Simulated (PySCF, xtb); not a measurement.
CH₃BeI, SMILES [CH3][Be][I].

GFN2-xTB (xtb 6.7.1) at its own geometry gives an orbital gap of 5.75 eV and a dipole moment of 4.17 D.

Coordinates come from a PBE0-D3(BJ)/def2-TZVP optimisation. The def2 effective core potentials stand for the cores of I; spin–orbit coupling is left out.

Problem. What does PBE0/def2-TZVPD run with PySCF give? (Estimate from the structure and the level; the computed values follow.)

Solution. gap 7.57 eV (levels -7.94 and -0.37 eV), dipole 0.94 D.
